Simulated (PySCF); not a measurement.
Dipole response of Cr (chromium, neutral)

[Ar] 3d5 4s1, high-spin 7S determinant. Computed with PySCF 2.14 in dyall-av2z (16s12p7d2f, 101 functions), with no relativity, point nucleus. Coupled (time-dependent) response in atomic units; α is the mean over directions. A double-zeta set is small for polarisabilities.

| method | mean α (bohr³) | C₆ (like pair) | S(−4) |
| --- | --- | --- | --- |
| CAM-B3LYP | 77.35 | 627.0 | 4857 |

S(−4) is the Cauchy moment in α(ω) = α(0) + S(−4) ω² + …

Reference α: 83 ± 12 bohr³ (recommended; Schwerdtfeger and Nagle, table of static dipole polarizabilities (2023 update)). Published C₆: 602.0 (Chu and Dalgarno (2004); Tang, Norbeck and Certain (1976)).

α(iu) at CAM-B3LYP:

```tsv
u (hartree)	α(iu) (bohr³)
0	77.35
0.0500	67.00
0.100	48.53
0.200	24.93
0.300	15.28
0.500	8.346
0.750	5.318
1.00	3.843
1.50	2.344
2.00	1.599
3.00	0.8965
5.00	0.4088
```

A single London oscillator, α(iu) = α/(1 + u²/ω²), gives C₆ = (3/4) ω α². Matching the computed C₆ needs ω = 4 × 627.0 / (3 × 77.35²) = 0.140 hartree.
